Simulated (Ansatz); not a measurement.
`[Cl][Zn][Br]` + HCl → `[Cl][Zn][Cl]` + HBr at 700 K and 1 bar (ligand exchange at a Zn–Br bond).

Program: Ansatz. Geometries: PBE0-D4/def2-TZVP. ΔE: electronic, gas phase. CCSD(T)/CBS is the MP2 limit (def2-TZVPP, def2-QZVPP) plus CCSD(T) − MP2 in def2-TZVPP, frozen cores. This one scheme is used for every species. For Br, Zn outer-core shells are correlated without core-valence functions, which leaves a few kJ/mol of doubt a bond. Scalar relativity is left out up to krypton.

```tsv
species	CCSD(T)/CBS energy (Eh)	H − E (kJ/mol)	S (J/(mol·K))
`[Cl][Zn][Br]`	-4811.59312	44.3	345.5
HCl	-460.38127	38.4	211.8
`[Cl][Zn][Cl]`	-2698.04832	44.5	327.5
HBr	-2573.91920	36.5	223.7
```

H − E and S are ideal-gas, rigid-rotor, harmonic terms from PBE0-D4/def2-TZVP. 1 Eh = 2625.50 kJ/mol, R = 8.31446 J/(mol·K).

Task: By hand: ΔE, ΔH, ΔS and ΔG.

Result: ΔE = (-2698.04832) + (-2573.91920) − (-4811.59312) − (-460.38127) = 0.00687 Eh = 18.0 kJ/mol. Δ(H − E) = 44.5 + 36.5 − 44.3 − 38.4 = -1.7, so ΔH = 16.3 kJ/mol. ΔS = 327.5 + 223.7 − 345.5 − 211.8 = -6.1 J/(mol·K). ΔG = 16.3 − 700 × (-6.1)/1000 = 20.6 kJ/mol.

Task: By hand: the equilibrium constant, and the temperature at which ΔG would vanish if ΔH and ΔS stayed fixed.

Result: log₁₀ K = −ΔG/(RT ln 10) = -1.5. ΔH and −TΔS have one sign here, so there is no such temperature.

The number of gas molecules stays the same, so ΔS is small and ΔH decides. A doubt of 5 kJ/mol in ΔE shifts log₁₀ K by 0.4 here. These are equilibria of isolated gas molecules and say nothing of rates. Largest T1 diagnostic: 0.013 (customary marks: 0.02 for closed shells, 0.045 for open ones).
